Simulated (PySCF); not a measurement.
**HAsO₂ + F₂ → AsO₂F + HF**

Level: PBE0 in the def2-TZVP basis family, all electrons, no relativity, computed in PySCF with density fitting; open shells unrestricted.

```json
{"species": "HAsO₂", "state and structure": "singlet, C2v, As–H 1.517 Å, As–O 1.604 Å (×2); H–As–O 113.7° (×2), O–As–O 132.6°", "E (Eh)": "-2386.49138", "ZPE (kJ/mol)": "35.2", "H(298 K) − H(0) (kJ/mol)": "12.0", "S° (J/(mol K))": "266.6"}
{"species": "F₂", "state and structure": "singlet, D∞h, F–F 1.376 Å", "E (Eh)": "-199.40856", "ZPE (kJ/mol)": "6.6", "H(298 K) − H(0) (kJ/mol)": "8.7", "S° (J/(mol K))": "201.9"}
{"species": "AsO₂F", "state and structure": "singlet, C2v, As–F 1.699 Å, As–O 1.594 Å (×2); F–As–O 110.7° (×2), O–As–O 138.6°", "E (Eh)": "-2485.71317", "ZPE (kJ/mol)": "22.1", "H(298 K) − H(0) (kJ/mol)": "13.8", "S° (J/(mol K))": "288.0"}
{"species": "HF", "state and structure": "singlet, C∞v, H–F 0.920 Å", "E (Eh)": "-100.39188", "ZPE (kJ/mol)": "24.9", "H(298 K) − H(0) (kJ/mol)": "8.7", "S° (J/(mol K))": "173.6"}
```

Task: What is the electronic reaction energy?

Result: At PBE0/def2-TZVP, ΔE = -538.5 kJ/mol from the differences of the total energies times 2625.5, downhill. 

Task: Add zero-point, thermal and entropy terms for 298.15 K and 1 bar.

Result: ΔZPE = 5.2 and Δ[H(298) − H(0)] = 1.8 kJ/mol give ΔH° = -531.5 kJ/mol. ΔS° = -6.9 J/(mol K), so ΔG° = -531.5 − 298.15 × (-0.0069) = -529 kJ/mol.

Only the bonding shown was studied: isomers, or loss of a ligand pair, can lie lower.
